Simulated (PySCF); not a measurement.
## Electron correlation in Mg (magnesium, neutral)

[Ne] 3p2, high-spin 3P determinant (an excited configuration). All numbers are calculated (PySCF 2.14, the spin-free X2C one-electron Hamiltonian (Gaussian nucleus), in aug-cc-pCVTZ-DK (8s7p5d3f, 75 functions)). Frozen: 1s2; 10 electrons correlated.

MP2 pair energies summed by pair of shells (mhartree):

```
 pair   energy  share (%)
2p-2p  -181.70       68.5
2s-2p   -60.85       22.9
2s-2s    -9.82        3.7
2p-3p    -7.02        2.6
3p-3p    -5.09        1.9
2s-3p    -0.89        0.3
```

Total MP2 correlation energy: -265.37 mhartree.

Same-spin part -73.24 and opposite-spin part -192.14 mhartree; SCS-MP2 scales them by 1/3 and 6/5 to -254.98 mhartree.
